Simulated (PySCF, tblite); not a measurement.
C₅H₆F₃N.
SMILES with atom numbers: `[H]/[N:1]=[C:2]1\[CH2:3][C@@H:4]([F:5])[C@@H:6]([F:7])[C@@H:8]1[F:9]` (hydrogens: H10 on N1; H11, H12 on C3; H13 on C4; H14 on C6; H15 on C8)

Computed with GFN2-xTB (tblite), gas phase: Langevin dynamics at 300 K from the optimised GFN2-xTB geometry, time step 0.5 fs, friction 0.01 fs⁻¹, 2000 steps. Over the second half of the run the saved frames average 314 K.

Frame at 250 fs, instantaneous temperature 287 K:
```
atom  x, y, z in Å
N1      1.538   -1.277   -0.895
C2      0.645   -0.531   -0.475
C3      0.453    0.966   -0.098
C4     -0.901    1.005    0.634
F5     -1.349    2.340    0.533
C6     -1.753   -0.088    0.013
F7     -2.235    0.205   -1.241
C8     -0.760   -1.197   -0.170
F9     -0.586   -2.000    0.941
H10     2.520   -1.023   -0.989
H11     0.328    1.548   -0.994
H12     1.277    1.378    0.475
H13    -0.774    0.840    1.712
H14    -2.677   -0.183    0.624
H15    -1.023   -1.900   -0.953
```

Frame at 425 fs, instantaneous temperature 269 K:
```
atom  x, y, z in Å
N1      1.286   -1.269   -1.263
C2      0.507   -0.611   -0.521
C3      0.497    0.898   -0.245
C4     -0.785    1.046    0.696
F5     -1.524    2.186    0.527
C6     -1.705   -0.213    0.332
F7     -2.438   -0.033   -0.822
C8     -0.662   -1.322    0.082
F9     -0.364   -1.919    1.254
H10     2.088   -0.680   -1.593
H11     0.398    1.382   -1.190
H12     1.259    1.323    0.376
H13    -0.468    0.933    1.771
H14    -2.406   -0.415    1.126
H15    -1.025   -2.141   -0.564
```

Frame at 625 fs, instantaneous temperature 437 K:
```
atom  x, y, z in Å
N1      1.295   -0.775   -1.251
C2      0.371   -0.169   -0.675
C3      0.022    1.379   -0.702
C4     -0.951    1.471    0.530
F5     -1.951    2.492    0.456
C6     -1.692    0.077    0.428
F7     -2.455    0.108   -0.763
C8     -0.589   -0.916    0.182
F9     -0.025   -1.421    1.353
H10     1.902   -0.226   -1.863
H11    -0.536    1.585   -1.605
H12     0.924    1.963   -0.622
H13    -0.488    1.566    1.471
H14    -2.309   -0.104    1.337
H15    -1.013   -1.806   -0.402
```

Frame at 800 fs, instantaneous temperature 367 K:
```
atom  x, y, z in Å
N1      1.826   -0.752   -0.397
C2      0.654   -0.258   -0.400
C3      0.262    1.165   -0.612
C4     -0.989    1.357    0.185
F5     -1.647    2.406   -0.375
C6     -1.646   -0.015    0.162
F7     -2.475   -0.188   -0.950
C8     -0.552   -1.033    0.088
F9     -0.296   -1.545    1.346
H10     2.600   -0.161   -0.581
H11     0.038    1.356   -1.675
H12     1.076    1.860   -0.275
H13    -0.733    1.699    1.221
H14    -2.249   -0.043    1.085
H15    -0.730   -1.925   -0.516
```

Frame at 1000 fs, instantaneous temperature 301 K:
```
atom  x, y, z in Å
N1      1.934   -1.009   -0.095
C2      0.872   -0.366   -0.277
C3      0.731    1.042   -0.649
C4     -0.604    1.515   -0.038
F5     -1.204    2.534   -0.623
C6     -1.512    0.200   -0.094
F7     -2.188    0.203   -1.304
C8     -0.505   -0.986    0.032
F9     -0.507   -1.607    1.228
H10     2.769   -0.494   -0.195
H11     0.698    1.268   -1.716
H12     1.516    1.654   -0.253
H13    -0.606    1.787    1.042
H14    -2.292    0.272    0.688
H15    -0.526   -1.730   -0.733
```

Q: What do single points at PBE0/pcSseg-1 (PySCF, gas phase) give on these frames?

A: 
```json
{"t (fs)": "250", "GFN2-xTB E above start (eV)": "0.43", "DFT E above lowest frame (eV)": "0.11", "HOMO (eV)": "-7.50", "LUMO (eV)": "-1.00", "dipole (D)": "1.77"}
{"t (fs)": "425", "GFN2-xTB E above start (eV)": "0.40", "DFT E above lowest frame (eV)": "0.01", "HOMO (eV)": "-8.06", "LUMO (eV)": "-1.26", "dipole (D)": "2.16"}
{"t (fs)": "625", "GFN2-xTB E above start (eV)": "0.45", "DFT E above lowest frame (eV)": "0.00", "HOMO (eV)": "-7.90", "LUMO (eV)": "-1.31", "dipole (D)": "1.69"}
{"t (fs)": "800", "GFN2-xTB E above start (eV)": "0.40", "DFT E above lowest frame (eV)": "0.06", "HOMO (eV)": "-7.70", "LUMO (eV)": "-1.34", "dipole (D)": "1.93"}
{"t (fs)": "1000", "GFN2-xTB E above start (eV)": "0.52", "DFT E above lowest frame (eV)": "0.20", "HOMO (eV)": "-7.78", "LUMO (eV)": "-1.05", "dipole (D)": "2.22"}
```

The two levels order the frames alike by energy but for pairs within 0.08 eV at one level; measured from each level's lowest frame they differ by 0.08 eV at most. The HOMO–LUMO gap runs from 6.36 to 6.80 eV. These are instantaneous structures, not minima.

Q: And the isotropic GIAO shieldings (ppm) from the same runs?

A: 
```csv
atom,250 fs,425 fs,625 fs,800 fs,1000 fs,mean,range
N1,-94.1,-128.1,-122.6,-133.0,-102.3,-116.0,38.9
C2,9.8,0.5,4.1,-1.4,1.3,2.9,11.2
C3,144.6,147.9,141.7,135.7,149.5,143.9,13.8
C4,85.4,80.6,81.0,95.7,93.0,87.1,15.1
F5,383.8,398.5,384.5,401.9,407.3,395.2,23.5
C6,96.2,85.0,81.7,90.3,82.0,87.0,14.5
F7,410.6,405.7,385.1,407.4,405.7,402.9,25.5
C8,83.7,90.5,91.2,90.8,92.0,89.6,8.3
F9,380.2,391.9,379.8,374.7,399.8,385.3,25.1
H10,18.9,20.1,19.3,18.3,19.9,19.3,1.8
H11,29.3,29.6,28.7,28.4,28.9,29.0,1.2
H12,29.1,28.8,29.2,28.2,29.6,29.0,1.4
H13,26.1,25.7,26.8,26.1,26.2,26.2,1.1
H14,25.6,26.6,25.8,25.9,25.7,25.9,1.0
H15,26.6,26.3,25.6,25.9,26.7,26.2,1.1
```

The cost below is that of the whole dynamics run. Hardware: one thread of an Intel Xeon at 2.50 GHz, on a shared host. Cost: 32 s wall, 0.18 GiB resident at most.
